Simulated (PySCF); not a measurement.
**Relaxation of singlet NbH₃**

Level of theory: PBE0 in PySCF with Nb def2-TZVP with ECP28, H def2-TZVP; scalar-relativistic core potentials, no spin–orbit coupling; density-fitted integrals. A (50,194) grid was used.

A hand-made trigonal planar start, of D3h symmetry, held to at least that symmetry:

```xyz
4
charge 0 multiplicity 1, angstrom
Nb    0.0000    0.0000    0.0000
H     1.7900    0.0000    0.0000
H    -0.8950    1.5502    0.0000
H    -0.8950   -1.5502    0.0000
```

Optimiser trace:
| step | E − E(last) (kJ/mol) | largest gradient (Eh/bohr) |
| --- | --- | --- |
| 0 | 1.11 | 0.00573 |
| 1 | 0.34 | 0.00319 |
| 2 | 0.00 | 0.00014 |
| 3 | 0.00 | 0.00000 |

It ends at D3h with Nb–H 1.764 Å (×3); H–Nb–H 120.0° (×3). No frequency check is given, so it may be a saddle point. Other isomers or separated fragments may lie lower.

Stability towards spin polarisation was not tested. At this level a triplet minimum of Cs symmetry lies 97 kJ/mol below this structure.

The relaxation took of the order of 7 core-seconds on a shared host.
